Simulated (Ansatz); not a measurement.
Sn₂₉H₃₆, a nanocrystal cut from cubic tin. The state is a singlet with charge 0. Geometry PBE-D4/def2-SVP; atoms count from 1.

```xyz
65

Sn   -0.567   -0.571    5.403
Sn   -4.292    0.817    3.282
Sn   -0.135    2.258    1.706
Sn   -2.988   -3.487    2.961
Sn    4.110    3.590    0.269
Sn    3.780    0.872    3.847
Sn    1.208   -2.156    1.383
Sn    5.415   -0.710   -0.046
Sn    0.108    5.077   -2.012
Sn   -3.945    3.735   -0.565
Sn   -2.616   -0.738   -0.797
Sn   -2.310    2.162   -4.457
Sn    1.542    0.637   -2.290
Sn    2.821   -3.843   -2.670
Sn   -0.908   -2.459   -4.791
Sn   -1.225   -5.185   -1.216
Sn    2.485    2.982    2.494
Sn   -1.346    4.401    0.309
Sn   -1.676    1.603    3.988
Sn   -0.347   -2.782    3.663
Sn   -4.144   -1.366    1.501
Sn    0.000    0.000    0.000
Sn    4.151    1.371   -1.473
Sn    3.819   -1.401    2.176
Sn    1.340   -4.402   -0.335
Sn    0.322    2.795   -3.659
Sn   -3.807    1.426   -2.181
Sn   -2.462   -2.996   -2.497
Sn    1.665   -1.629   -3.982
H    -1.642   -0.994    6.705
H     0.967   -0.159    6.104
H    -5.129    0.305    4.720
H    -5.193    2.133    2.597
H    -3.909   -3.724    4.419
H    -3.036   -4.974    2.068
H     3.569    5.025   -0.544
H     5.732    3.887    0.826
H     3.022    0.528    5.370
H     5.422    1.347    4.175
H     6.952   -0.131    0.530
H     5.723   -2.084   -1.060
H     1.670    5.726   -1.623
H    -0.764    6.308   -2.880
H    -5.028    3.511    0.773
H    -4.563    5.049   -1.525
H    -3.032    3.582   -5.158
H    -2.327    0.915   -5.663
H     4.496   -3.566   -2.309
H     2.736   -5.221   -3.729
H    -1.665   -1.276   -5.809
H    -0.756   -3.924   -5.718
H    -2.192   -5.783    0.095
H    -1.047   -6.475   -2.371
H     2.387    4.374    3.542
H    -1.424    5.784    1.371
H    -1.748    3.001    5.031
H     0.406   -4.113    4.504
H    -5.752   -1.820    0.994
H     5.090    1.759   -2.892
H     4.550   -2.739    3.025
H     2.087   -5.722    0.529
H     1.281    3.176   -5.066
H    -5.417    0.958   -2.668
H    -4.078   -3.442   -2.982
H     2.615   -1.224   -5.390
```

In the def2 sets Sn takes a core potential; there is no spin–orbit coupling. Single mean-field runs in def2-SVP are fitted with def2-universal-jkfit.

Q: Estimate the Mulliken populations of the heavy atoms from the PBE0/def2-SVP orbitals of Ansatz.

A: 
| atom | charge (e) |
| --- | --- |
| Sn1 | 0.14 |
| Sn2 | 0.14 |
| Sn3 | -0.13 |
| Sn4 | 0.14 |
| Sn5 | 0.14 |
| Sn6 | 0.14 |
| Sn7 | -0.13 |
| Sn8 | 0.14 |
| Sn9 | 0.14 |
| Sn10 | 0.14 |
| Sn11 | -0.13 |
| Sn12 | 0.14 |
| Sn13 | -0.13 |
| Sn14 | 0.14 |
| Sn15 | 0.14 |
| Sn16 | 0.14 |
| Sn17 | 0.06 |
| Sn18 | 0.06 |
| Sn19 | 0.06 |
| Sn20 | 0.06 |
| Sn21 | 0.06 |
| Sn22 | -0.11 |
| Sn23 | 0.06 |
| Sn24 | 0.06 |
| Sn25 | 0.06 |
| Sn26 | 0.06 |
| Sn27 | 0.06 |
| Sn28 | 0.06 |
| Sn29 | 0.06 |
Mulliken values depend strongly on the basis.

Q: And the Mayer bond orders between heavy atoms (over 0.3)?

A: Sn1–Sn19 0.87 (2.82 Å); Sn1–Sn20 0.87 (2.82 Å); Sn2–Sn19 0.86 (2.82 Å); Sn2–Sn21 0.86 (2.82 Å); Sn3–Sn17 0.85 (2.83 Å); Sn3–Sn18 0.85 (2.83 Å); Sn3–Sn19 0.85 (2.83 Å); Sn3–Sn22 0.85 (2.83 Å); Sn4–Sn20 0.86 (2.82 Å); Sn4–Sn21 0.87 (2.82 Å); Sn5–Sn17 0.86 (2.82 Å); Sn5–Sn23 0.86 (2.82 Å); Sn6–Sn17 0.87 (2.82 Å); Sn6–Sn24 0.87 (2.82 Å); Sn7–Sn20 0.85 (2.83 Å); Sn7–Sn22 0.85 (2.83 Å); Sn7–Sn24 0.85 (2.83 Å); Sn7–Sn25 0.85 (2.83 Å); Sn8–Sn23 0.87 (2.82 Å); Sn8–Sn24 0.86 (2.82 Å); Sn9–Sn18 0.86 (2.82 Å); Sn9–Sn26 0.86 (2.82 Å); Sn10–Sn18 0.86 (2.82 Å); Sn10–Sn27 0.87 (2.82 Å); Sn11–Sn21 0.85 (2.83 Å); Sn11–Sn22 0.85 (2.83 Å); Sn11–Sn27 0.85 (2.83 Å); Sn11–Sn28 0.85 (2.83 Å); Sn12–Sn26 0.87 (2.82 Å); Sn12–Sn27 0.86 (2.82 Å); Sn13–Sn22 0.85 (2.83 Å); Sn13–Sn23 0.85 (2.83 Å); Sn13–Sn26 0.85 (2.83 Å); Sn13–Sn29 0.85 (2.83 Å); Sn14–Sn25 0.86 (2.82 Å); Sn14–Sn29 0.87 (2.82 Å); Sn15–Sn28 0.87 (2.82 Å); Sn15–Sn29 0.87 (2.82 Å); Sn16–Sn25 0.87 (2.82 Å); Sn16–Sn28 0.87 (2.82 Å).
